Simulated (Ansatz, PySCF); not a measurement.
Reaction (SMILES): CC(C)C + 2 C (CH4) → 3 CC (C2H6)
Geometries: B3LYP-D3(BJ)/def2-TZVP minima from Ansatz (an electronic-structure program).
Geometry of the first species:
```
C
H 1 1.0962
C 1 1.5288 2 107.87
H 3 1.0921 1 111.34 2 60.26
H 3 1.0921 4 107.95 1 122.50
H 3 1.0938 4 107.71 5 116.06
C 1 1.5288 2 107.87 3 -120.00
H 7 1.0921 1 111.34 2 -60.26
H 7 1.0921 8 107.95 1 -122.50
H 7 1.0938 8 107.71 9 -116.06
C 1 1.5288 2 107.87 3 120.00
H 11 1.0921 1 111.34 2 -60.26
H 11 1.0921 12 107.95 1 -122.50
H 11 1.0938 12 107.71 13 -116.06
```

Wanted: bond separation energy (enthalpy at 298 K, with B3LYP-D3(BJ) rigid-rotor harmonic-oscillator terms from PySCF), in kcal/mol. Correlated levels leave the core frozen unless marked. Spin-orbit coupling is left out. Non-relativistic. CBS marks a two-point X^-3 extrapolation of the correlation energy; Hartree-Fock from the larger set. [CCSD(T)-MP2]/basis is that difference in the basis named.

From measured enthalpies of formation at 298 K: 7.9 kcal/mol (CC(C)C -32.4, ATcT 1.112; C (CH4) -17.8, ATcT 1.112; CC (C2H6) -20.0, ATcT 1.112). It holds spin-orbit effects, which the calculations lack, and core correlation, which the frozen-core levels lack.

```csv
level,program,bond separation energy (kcal/mol),error against measurement
HF/cc-pVDZ,Ansatz,3.2,-4.7
RI-HF/cc-pVQZ,Ansatz,3.3,-4.6
PBE/def2-TZVPD,Ansatz,4.8,-3.1
PBE0-D4/def2-TZVPD,Ansatz + dftd4,6.0,-1.9
B2GP-PLYP/def2-TZVPD,Ansatz,6.0,-1.9
RPA@PBE/cc-pVTZ,Ansatz,6.2,-1.7
"RI-MP2/CBS(cc-pVTZ,cc-pVQZ)+[CCSD(T)-MP2]/cc-pVTZ",Ansatz,7.2,-0.7
```
